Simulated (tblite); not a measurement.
C₇H₅F₂ (doublet state).
Cartesian coordinates in Å at the GFN2-xTB level; atoms count from 1:
```xyz
14
C7H5F2 angstrom
C      2.387   -1.071    0.339
C      1.528   -0.291    0.043
C      0.454    0.600   -0.308
F      0.576    1.061   -1.601
C      0.144    1.743    0.701
C     -1.168    1.026    0.841
C     -0.956    0.035   -0.010
C     -1.641   -1.158   -0.546
F     -1.153   -2.312    0.035
H      3.151   -1.741    0.601
H      0.767    1.763    1.592
H      0.091    2.726    0.240
H     -2.713   -1.122   -0.324
H     -1.471   -1.258   -1.624
```

Computed with GFN2-xTB (tblite): harmonic, unscaled wavenumbers at the GFN2-xTB geometry, gas phase. The method is semi-empirical: single wavenumbers can be off by several per cent or more. One conformer, not necessarily the lowest. Open shells enter through the occupations alone, without spin polarisation, and single modes of such species can be off by tens of per cent.

Harmonic wavenumbers (cm⁻¹): 43.9, 76.4, 130.7, 170.2, 203.0, 223.5, 337.1, 376.8, 451.6, 490.7, 572.2, 620.5, 648.4, 677.4, 733.9, 877.2, 880.7, 940.1, 967.4, 992.9, 1035.7, 1096.7, 1135.0, 1180.0, 1183.4, 1209.3, 1298.9, 1410.4, 1416.0, 1719.8, 2269.1, 2929.9, 2948.8, 3024.3, 3026.2, 3395.6.

A = 2043, B = 1526, C = 1167 MHz; mass 127.036 u (most abundant isotopes); point group C1, symmetry number 1; spin multiplicity 2.

Problem. Zero-point energy?

Solution. ½Σν̃ = 20347 cm⁻¹ = 243.40 kJ/mol.

Problem. Give the ideal-gas entropy at 273.15 K and 1 bar in the rigid-rotor, harmonic-oscillator model (classical rotation).

Solution. Translation 167.45, rotation 119.70, vibration 95.97, spin (R ln 2) 5.76: S = 388.9 J/(mol K).

Problem. And Cp and H(273.15 K) − H(0)?

Solution. Cp = 133.39 J/(mol K), of which vibrations give 100.13 (their classical limit is 36 R = 299.3); H(273.15 K) − H(0) = 22.96 kJ/mol without the zero-point energy, 13.88 from vibrations.

Problem. Blend soft modes into free rotors: weight 1/[1 + (100 cm⁻¹/ν̃)⁴] for the oscillator and the rest for a rotor with moment μB/(μ + B), μ = h/(8π²ν), B = 10⁻⁴⁴ kg m². What vibrational entropy results?

Solution. 88.05 J/(mol K) in place of 95.97, which changes −T·S at 273.15 K by +2.16 kJ/mol.

Problem. What must be added to the electronic energy to get the Gibbs energy at 273.15 K and 1 bar?

Solution. ZPE + [H(273.15 K) − H(0)] − T·S = 243.40 + 22.96 − 106.23 = 160.13 kJ/mol.

Problem. How do the functions run with temperature in this model?

Solution. 
```tsv
T (K)	S (J/(mol K))	Cp (J/(mol K))	H − H(0) (kJ/mol)	G − H(0) (kJ/mol)	ln q(vib)
100	290.7	72.2	5.17	-23.90	1.53
200	351.6	107.4	14.15	-56.16	3.79
300	401.8	142.6	26.67	-93.88	6.03
500	488.8	198.8	61.22	-183.20	10.42
800	594.0	247.2	128.91	-346.29	16.53
1000	651.4	266.9	180.43	-470.97	20.22
```

q(vib) and H(0) count from the zero-point level.

Problem. Which modes carry the vibrational entropy at 273.15 K?

Solution. 43.9 cm⁻¹: 20.51; 76.4 cm⁻¹: 15.94; 130.7 cm⁻¹: 11.58; 170.2 cm⁻¹: 9.50; 203.0 cm⁻¹: 8.14; 223.5 cm⁻¹: 7.42 J/(mol K); the other 30 give 22.88 together.

Hindered rotation and anharmonicity are outside this model. Other conformers, if any are populated, would add a mixing term that is left out. The structure is chiral; the term R ln 2 for an equal mix with its mirror image is left out.
